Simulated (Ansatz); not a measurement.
`CN(C)c1ccc(C#Cc2ccc(C#Cc3ccc(C#CC#N)cc3)cc2)cc1` with charge +1. Total charge 1; doublet. Geometry r2SCAN-D4/def2-SVP, that of the neutral singlet; atoms count from 1.

Cartesian coordinates in Å:
```
C 2.798 0.947 -9.030
N 3.384 1.559 -7.859
C 4.591 2.346 -7.981
C 2.843 1.321 -6.616
C 3.421 1.871 -5.443
C 2.867 1.632 -4.192
C 1.712 0.835 -4.037
C 1.150 0.592 -2.753
C 0.666 0.382 -1.647
C 0.116 0.122 -0.361
C 0.533 -1.001 0.389
C -0.002 -1.258 1.645
C -0.976 -0.400 2.200
C -1.524 -0.663 3.487
C -1.993 -0.894 4.595
C -2.536 -1.163 5.880
C -3.680 -1.980 6.022
C -4.211 -2.246 7.277
C -3.612 -1.701 8.436
C -4.150 -1.972 9.717
C -4.618 -2.209 10.827
C -5.136 -2.470 12.062
N -5.581 -2.694 13.122
C -2.467 -0.883 8.299
C -1.939 -0.620 7.042
C -1.394 0.725 1.455
C -0.858 0.980 0.199
C 1.140 0.283 -5.203
C 1.685 0.516 -6.459
H 2.826 -0.158 -8.985
H 3.357 1.263 -9.921
H 1.744 1.251 -9.167
H 5.447 1.886 -7.451
H 4.859 2.435 -9.042
H 4.458 3.367 -7.579
H 4.315 2.492 -5.506
H 3.332 2.071 -3.305
H 1.286 -1.670 -0.035
H 0.327 -2.131 2.215
H -4.145 -2.403 5.128
H -5.096 -2.879 7.379
H -2.001 -0.460 9.192
H -1.054 0.013 6.939
H -2.148 1.394 1.878
H -1.187 1.851 -0.372
H 0.246 -0.339 -5.113
H 1.205 0.064 -7.328
```

Single mean-field runs in def2-TZVP are fitted with def2-universal-jkfit.

(1) Estimate the Mulliken populations of the heavy atoms from the PBE0/def2-TZVP orbitals of Ansatz.

(2) Where does the spin sit?

(3) And the Mayer bond orders between heavy atoms (over 0.3)?

## Answers

(1) 
```csv
atom,charge (e),spin (α − β)
C1,-0.36,-0.03
N2,0.09,0.36
C3,-0.36,-0.03
C4,0.25,0.01
C5,-0.21,0.13
C6,-0.17,-0.07
C7,0.03,0.26
C8,0.11,-0.09
C9,0.19,0.25
C10,0.01,-0.03
C11,-0.18,0.01
C12,-0.18,0.00
C13,0.00,0.00
C14,0.10,0.01
C15,0.14,0.00
C16,0.01,0.01
C17,-0.18,0.00
C18,-0.17,0.00
C19,0.00,0.01
C20,0.02,-0.01
C21,0.26,0.01
C22,-0.25,0.00
N23,0.02,0.01
C24,-0.17,0.00
C25,-0.18,0.00
C26,-0.18,0.00
C27,-0.18,0.01
C28,-0.17,-0.07
C29,-0.21,0.13
```
Mulliken values depend strongly on the basis.

(2) Summed by element: C 0.54, N 0.37, H 0.09, of 1 unpaired in all. Largest on single atoms: N2 0.36, C7 0.26, C9 0.25.

(3) C1–N2 0.93 (1.45 Å); N2–C3 0.94 (1.45 Å); N2–C4 1.35 (1.38 Å); C4–C5 1.21 (1.42 Å); C4–C29 1.21 (1.42 Å); C5–C6 1.58 (1.39 Å); C6–C7 1.28 (1.41 Å); C7–C8 1.16 (1.42 Å); C7–C28 1.28 (1.41 Å); C8–C9 2.48 (1.23 Å); C9–C10 1.14 (1.42 Å); C10–C11 1.31 (1.41 Å); C10–C27 1.31 (1.41 Å); C11–C12 1.46 (1.39 Å); C12–C13 1.34 (1.41 Å); C13–C14 1.12 (1.42 Å); C13–C26 1.34 (1.41 Å); C14–C15 2.63 (1.22 Å); C15–C16 1.13 (1.42 Å); C16–C17 1.32 (1.41 Å); C16–C25 1.32 (1.41 Å); C17–C18 1.46 (1.39 Å); C18–C19 1.32 (1.41 Å); C19–C20 1.14 (1.42 Å); C19–C24 1.32 (1.41 Å); C20–C21 2.60 (1.23 Å); C21–C22 1.22 (1.36 Å); C22–N23 2.90 (1.17 Å); C24–C25 1.46 (1.39 Å); C26–C27 1.46 (1.39 Å); C28–C29 1.58 (1.39 Å).
